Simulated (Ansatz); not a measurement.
The first iterations of a band of C2H10OSi2 (15 atoms, charge 0, multiplicity 1).

Level of theory: RKS B3LYP/6-31G (Ansatz).

```json
{
  "movable images": "6",
  "climbing image": "no",
  "spring": "5.0 eV/Å²",
  "optimiser": "quadratic models (default)",
  "start path": "IDPP",
  "force threshold": "0.05 eV/Å",
  "iteration limit": "18",
  "end points": "relaxed"
}
```

Image 0:

```xyz
15
Properties=species:S:1:pos:R:3
C 1.468 -0.026 1.281
C 1.019 -1.166 0.345
Si 0.076 -0.540 -1.223
Si -1.950 0.570 -0.656
O -1.699 1.850 0.514
H 2.169 0.649 0.774
H 1.976 -0.422 2.169
H 0.615 0.572 1.623
H 0.365 -1.865 0.883
H 1.886 -1.749 0.008
H -0.260 -1.685 -2.146
H 0.962 0.408 -1.994
H -2.625 1.100 -1.901
H -2.900 -0.357 0.040
H -1.125 2.608 0.313
```

Image 7:

```xyz
15
Properties=species:S:1:pos:R:3
C 0.200 -1.550 1.477
C 1.105 -1.006 0.354
Si 0.125 -0.305 -1.158
Si -1.201 1.595 -0.622
O -0.238 2.968 -0.126
H -0.447 -0.766 1.888
H 0.797 -1.951 2.305
H -0.447 -2.357 1.112
H 1.766 -1.799 -0.020
H 1.757 -0.213 0.741
H -0.795 -1.372 -1.699
H 1.077 0.067 -2.269
H -2.077 1.946 -1.804
H -2.082 1.341 0.562
H 0.438 3.350 -0.711
```

| iteration | highest image above the first end (eV) | largest band force component (eV/Å) |
| --- | --- | --- |
| 1 | 0.197 | 0.956 |
| 2 | 0.090 | 0.282 |

Problem. Does the band converge within its limit, and where does its top end?

Solution. The forces met the threshold. It ended after 7 iterations with the highest image 0.066 eV above the first end. No image climbed, so the highest image needn't sit at the top of the path. Limits of this set-up: no polarisation functions.

The run took 4.7 min on 1 CPU thread of a shared host.
